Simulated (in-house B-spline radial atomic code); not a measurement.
Results of a calculation; reference values are marked as such.
## Cs in an electron gas of r_s = 2.2: phase shifts, screening, friction and resistivity

A nucleus sits in a uniform electron gas with a rigid positive background. The Kohn-Sham equations are solved self-consistently in the spin-unpolarised LDA (PW92), non-relativistic, on B-splines with outgoing waves at the boundary and partial waves to l = 8. The model has no lattice, no bands and no magnetic solution. Atomic units; δ_l are the phase shifts at the Fermi level, counted so that each bound state adds π, and good to about 0.0005. Heavy atoms are models without relativity.

The density parameter is r_s = 2.2 bohr, near that of the valence electrons of Ga (3 per atom, density 5.91 g/cm³, mass 69.72 u, which gives r_s = 2.19).

| l | δ_l (rad) |
| --- | --- |
| 0 | 14.0298 |
| 1 | 11.5281 |
| 2 | 7.3386 |
| 3 | 0.1358 |
| 4 | 0.0121 |
| 5 | 0.0020 |
| 6 | 0.0003 |
| 7 | 0.0001 |
| 8 | 0.0000 |

Bound levels below the band bottom (hartree): s -7.034, p -5.348, d -2.43, s -0.5306, p -0.1415 and deeper ones.

Question: Check the Friedel sum rule, and say where the screening charge sits.

Answer: k_F = (9π/4)^(1/3)/r_s = 0.87234. The rule is Z = (2/π) Σ (2l + 1) δ_l. The terms are s 8.932, p 22.017, d 23.359, f 0.605 and 0.087 beyond, in all 55.000 against Z = 55. Bound states hold 10 s, 24 p, 20 d electrons, so the scattering states carry 1.00 in all; where a term is smaller than its bound count, the bound level has drawn weight out of the band.

Question: Find the transport cross section and the electronic stopping of a 2 keV Cs ion (mass 132.91 u).

Answer: σ_tr = (4π/k_F²) Σ (l + 1) sin²(δ_l − δ_(l+1)). The terms for l = 0 to 3 are 0.3565, 1.5012, 1.8978, 0.0609, all together 3.8170, so σ_tr = 16.513 × 3.8170 = 63.032 bohr². With n = 3/(4π r_s³) = 0.02242, the friction coefficient is Q = n k_F σ_tr = 1.2328. For v well below v_F = 0.872, dE/dx = Q v; with 24801 eV per u at v = 1, v = √(2000/(24801 × 132.91)) = 0.0246, so dE/dx = 0.03037 hartree/bohr = 15.6 eV/nm. The largest term couples the d and f waves.

Question: What residual resistivity would 1 atomic per cent of such centres give in Ga?

Answer: Δρ = k_F n_i σ_tr/n in atomic units of 21.74 μΩ·cm. With one host atom per 3 electrons, n_i/n = 0.01/3, so Δρ = 0.8723 × 0.00333 × 63.032 × 21.74 = 3.98 μΩ·cm. This is an atom added to the gas, as on an interstitial site.

Question: On a substitutional site the background of one host ion, a sphere holding 3 charges, is taken out. The phase shifts for l = 0 to 4 become 13.8105, 11.3341, 6.7096, 0.0446, 0.0015. What follows?

Answer: The Friedel sum is now 52.01, for Z − 3 = 52. The sum in σ_tr is 2.7895, so σ_tr = 46.06 bohr² and Δρ = 2.91 μΩ·cm per atomic per cent, 0.73 times the value above. A real host ion scatters too, so this model doesn't give zero even for the host's own atom.
